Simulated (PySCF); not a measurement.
## `C=CC[P@@H](=O)C(C)=O`: 4 charge schemes on one density

Species: C₅H₉O₂P.
Structure used (GFN2-xTB), in Å, numbered top down from 1:
```
atom  x, y, z in Å
C1     2.0994    0.3335    0.9607
C2     1.6305   -0.4192   -0.0179
C3     1.0753    0.1227   -1.2930
P4    -0.7514   -0.1034   -1.2149
O5    -1.2097   -1.4716   -0.9614
C6    -1.3147    1.1736    0.0358
C7    -1.9230    0.5558    1.2438
O8    -1.1567    2.3441   -0.1738
H9     2.4703   -0.0908    1.8777
H10    2.1432    1.4077    0.8786
H11    1.5875   -1.4958    0.0813
H12    1.3033    1.1802   -1.4243
H13    1.4301   -0.4496   -2.1548
H14   -1.1874    0.4553   -2.4212
H15   -2.2147    1.2998    1.9807
H16   -1.2037   -0.1480    1.6651
H17   -2.7852   -0.0325    0.9278
```

Density: PBE0/pcSseg-1 (PySCF); schemes: Mulliken, IAO, Hirshfeld and ESP-fitted. One conformer (not necessarily the lowest) at the GFN2-xTB geometry, without solvent, vibrations or thermal averaging.

Which atoms carry the lowest charge in the Mulliken, IAO, Hirshfeld and ESP-fitted schemes?

All schemes agree: Mulliken O5 (-0.607); IAO O5 (-0.920); Hirshfeld O5 (-0.395); ESP-fitted O5 (-0.619).

For which atoms does the sign change between the 4 schemes (beyond +0.03 e in one, beyond −0.03 e in another)?

C6 and H14. Atomic charges aren't observables, and each scheme defines them in its own way.

Do the Mulliken, IAO, Hirshfeld and ESP-fitted schemes agree on where the charge is highest?

All schemes agree: Mulliken P4 (+0.815); IAO P4 (+1.332); Hirshfeld P4 (+0.402); ESP-fitted P4 (+0.718).

Give the atomic charges in each scheme.

In e:

```json
{"atom": "C1", "environment": "terminal =CH2 carbon", "Mulliken": "-0.138", "IAO": "-0.322", "Hirshfeld": "-0.098", "ESP-fitted": "-0.541"}
{"atom": "C2", "environment": "alkene CH carbon", "Mulliken": "-0.261", "IAO": "-0.141", "Hirshfeld": "-0.038", "ESP-fitted": "+0.029"}
{"atom": "C3", "environment": "sp3 carbon bound to phosphorus", "Mulliken": "-0.416", "IAO": "-0.512", "Hirshfeld": "-0.108", "ESP-fitted": "-0.390"}
{"atom": "P4", "environment": "phosphoryl phosphorus", "Mulliken": "+0.815", "IAO": "+1.332", "Hirshfeld": "+0.402", "ESP-fitted": "+0.718"}
{"atom": "O5", "environment": "phosphoryl oxygen", "Mulliken": "-0.607", "IAO": "-0.920", "Hirshfeld": "-0.395", "ESP-fitted": "-0.619"}
{"atom": "C6", "environment": "carbonyl carbon", "Mulliken": "-0.034", "IAO": "+0.173", "Hirshfeld": "+0.133", "ESP-fitted": "+0.474"}
{"atom": "C7", "environment": "methyl carbon next to a carbonyl", "Mulliken": "-0.258", "IAO": "-0.478", "Hirshfeld": "-0.122", "ESP-fitted": "-0.378"}
{"atom": "O8", "environment": "carbonyl oxygen", "Mulliken": "-0.326", "IAO": "-0.378", "Hirshfeld": "-0.214", "ESP-fitted": "-0.463"}
{"atom": "H9", "environment": "vinylic hydrogen", "Mulliken": "+0.126", "IAO": "+0.157", "Hirshfeld": "+0.051", "ESP-fitted": "+0.199"}
{"atom": "H10", "environment": "vinylic hydrogen", "Mulliken": "+0.118", "IAO": "+0.149", "Hirshfeld": "+0.047", "ESP-fitted": "+0.237"}
{"atom": "H11", "environment": "vinylic hydrogen", "Mulliken": "+0.131", "IAO": "+0.161", "Hirshfeld": "+0.052", "ESP-fitted": "+0.126"}
{"atom": "H12", "environment": "methylene hydrogen", "Mulliken": "+0.167", "IAO": "+0.167", "Hirshfeld": "+0.054", "ESP-fitted": "+0.129"}
{"atom": "H13", "environment": "methylene hydrogen", "Mulliken": "+0.180", "IAO": "+0.170", "Hirshfeld": "+0.060", "ESP-fitted": "+0.171"}
{"atom": "H14", "environment": "P–H hydrogen", "Mulliken": "+0.040", "IAO": "-0.088", "Hirshfeld": "-0.003", "ESP-fitted": "-0.063"}
{"atom": "H15", "environment": "methyl hydrogen", "Mulliken": "+0.144", "IAO": "+0.166", "Hirshfeld": "+0.056", "ESP-fitted": "+0.131"}
{"atom": "H16", "environment": "methyl hydrogen", "Mulliken": "+0.159", "IAO": "+0.180", "Hirshfeld": "+0.058", "ESP-fitted": "+0.121"}
{"atom": "H17", "environment": "methyl hydrogen", "Mulliken": "+0.161", "IAO": "+0.184", "Hirshfeld": "+0.065", "ESP-fitted": "+0.122"}
```

Mean size of the charges over all atoms: IAO 0.334 e, ESP-fitted 0.289 e, Mulliken 0.240 e, Hirshfeld 0.115 e. Each set sums to the total charge, 0, to within 0.001 e. The Hirshfeld scheme weights the molecular density at each point by an atom's share of the summed free-atom densities. The ESP scheme fits charges at the nuclei, held to the total charge, to the electrostatic potential on points at 1.4 to 2.0 times the van der Waals radii.

How many electrons does the ESP-fitted scheme count on C6?

Z − q = 6 − (+0.474) = 5.526.

Sum the charges by element, for elements with more than one atom.

```
element  atoms  Mulliken     IAO  Hirshfeld  ESP-fitted
      C      5    -1.107  -1.280     -0.233      -0.807
      O      2    -0.933  -1.299     -0.609      -1.082
      H      9    +1.226  +1.246     +0.441      +1.171
```
